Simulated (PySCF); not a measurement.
**Ne²⁺: excitation energy**

Ne²⁺ [He] 2s2 2p4 (3P) → Ne²⁺ [He] 2s2 2p3 3d1 (5D), as a difference of total energies. All numbers are calculated (PySCF 2.14, scalar relativity by spin-free X2C-1e, in aug-cc-pCVTZ-DK with one added diffuse shell each of s, p, d, f type (8s7p5d3f, 75 functions)). Correlated levels: valence: 1s2 frozen; valence and next inner shell: nothing frozen. The calculations carry no spin-orbit coupling.

```tsv
method	excitation energy (eV)
UHF	47.727
PBE	48.471
PBE0	48.601
r2SCAN	48.766
r2SCANh	48.778
TPSS	48.783
wB97X-V	48.869
HSE06	48.637
MP2 (valence)	48.762
SCS-MP2 (valence)	48.928
MP2 (valence and next inner shell)	48.798
```

Q: Estimate what LDA gives.

A: 48.463 eV, closest to PBE among the rows shown.

Q: Estimate what SCS-MP2 (valence and next inner shell) gives.

A: 48.947 eV, closest to SCS-MP2 (valence) among the rows shown.

A first-order spin-orbit estimate (lowest level to lowest level, LS coupling) adds 0.037 eV.

The promoted electron is Rydberg-like, and one or two diffuse shells describe it only roughly, which tends to raise the upper state.
